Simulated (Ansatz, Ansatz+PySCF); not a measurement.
| atom | x (Å) | y (Å) | z (Å) |
| --- | --- | --- | --- |
| N | 0.0000 | 0.0000 | 0.4298 |
| F | 1.1200 | 0.0000 | -0.1114 |
| F | -0.5600 | 0.9699 | -0.1114 |
| F | -0.5600 | -0.9699 | -0.1114 |

Basis set: def2-SVP (spherical functions). Correlated methods keep 4 orbitals frozen. Charge 0, multiplicity 1.

Computed with Ansatz (development build ahead of 0.2.0); each method stands on the lowest determinant of its kind that the runs found. Restricted open shells among the atoms or ions are ROHF, correlated in semicanonical orbitals with singles.

The atomization energy at this shape (free ground-state atoms in the same class of orbitals less the molecule, no zero-point energy) of singlet NF₃:

```csv
method,atomization energy
RHF-CCSD(T),607.8 kJ/mol
RHF-CCSD,580.6 kJ/mol
RHF-MP2,671.2 kJ/mol
UHF,105.5 kJ/mol
```

(1) What does RHF give?

Answers

(1) 143.1 kJ/mol. Caution: the shape is not the minimum.
